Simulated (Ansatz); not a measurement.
C8H12BN5⁻, that is tetramethylammonium tetracyanoborate with one electron more, relaxed as a doublet with UKS PBE-D4/def2-SVP in Ansatz, starting from the PBE-D4/def2-SVP geometry of the neutral singlet. Force threshold 0.03 eV/Å.

The highest occupied level of the relaxed charge -1 doublet lies above zero (up to 2.06 eV). By energy differences it is unbound by 0.27 eV (each at its own geometry, against the charge 0 singlet, at PBE-D4/def2-SVP) and held by the finite basis.

Start:

Cartesian coordinates in Å:
```
C 2.810 0.724 -0.245
N 1.369 0.698 0.164
C 1.175 1.447 1.455
C 0.936 -0.734 0.360
C 0.535 1.356 -0.909
H 3.419 0.247 0.545
H 2.920 0.166 -1.192
H 3.129 1.772 -0.387
H 1.527 2.486 1.320
H 0.094 1.436 1.698
H 1.761 0.948 2.249
H 0.949 -1.253 -0.614
H 1.623 -1.216 1.077
H -0.088 -0.742 0.765
H 0.555 0.736 -1.823
H 0.944 2.366 -1.092
H -0.505 1.423 -0.542
N -5.365 -1.805 -0.896
C -4.233 -1.620 -0.658
B -2.704 -1.362 -0.338
C -2.010 -2.546 0.482
N -1.389 -3.337 1.087
C -2.470 -0.031 0.535
N -2.114 0.912 1.138
C -1.817 -1.139 -1.658
N -1.050 -0.932 -2.521
```

| step | energy (eV) | largest force component (eV/Å) | SCF passes |
| --- | --- | --- | --- |
| 1 | -16583.5518 | 1.434 | 33 |
| 2 | -16583.6578 | 0.393 | 30 |
| 3 | -16583.6818 | 0.462 | 29 |
| 4 | -16583.6979 | 0.336 | 28 |
| 5 | -16583.7114 | 0.145 | 29 |
| 6 | -16583.7158 | 0.107 | 29 |
| 7 | -16583.7186 | 0.134 | 27 |
| 8 | -16583.7216 | 0.151 | 24 |
| 9 | -16583.7245 | 0.455 | 28 |
| 10 | -16583.7273 | 0.388 | 28 |
| 11 | -16583.7321 | 0.252 | 29 |
| 12 | -16583.7343 | 0.402 | 28 |
| 13 | -16583.7369 | 0.303 | 24 |
| 14 | -16583.7398 | 0.117 | 27 |
| 15 | -16583.7422 | 0.176 | 24 |
| 16 | -16583.7437 | 0.214 | 24 |
| 17 | -16583.7449 | 0.127 | 25 |
| 18 | -16583.7460 | 0.076 | 23 |
| 19 | -16583.7465 | 0.110 | 23 |
| 20 | -16583.7467 | 0.118 | 25 |
| 21 | -16583.7470 | 0.034 | 27 |
| 22 | -16583.7471 | 0.004 | 18 |

Force components are those of the run's own axes.

End:

Cartesian coordinates in Å:
```
C 2.781 1.028 -0.511
N 1.440 0.839 0.154
C 1.352 1.676 1.407
C 1.258 -0.615 0.525
C 0.340 1.262 -0.792
H 3.557 0.708 0.224
H 2.786 0.391 -1.422
H 2.871 2.112 -0.761
H 1.493 2.737 1.098
H 0.346 1.486 1.837
H 2.176 1.340 2.079
H 1.202 -1.197 -0.417
H 2.127 -0.893 1.160
H 0.300 -0.686 1.076
H 0.342 0.555 -1.648
H 0.562 2.310 -1.091
H -0.612 1.181 -0.231
N -5.048 -0.713 -1.599
C -4.080 -1.090 -1.050
B -2.763 -1.610 -0.301
C -3.010 -3.045 0.366
N -3.192 -4.097 0.856
C -2.364 -0.556 0.860
N -1.755 0.232 1.516
C -1.558 -1.724 -1.360
N -0.547 -1.631 -1.976
```

By distances, no bond broke or formed. The bond that changes most is C19–B20, from 1.58 to 1.60 Å (atoms count from 1).

No frequencies were taken in this run, so the end may be a saddle point.

It took 1.9 min on 4 threads of AMD EPYC 7B13 on a shared host.
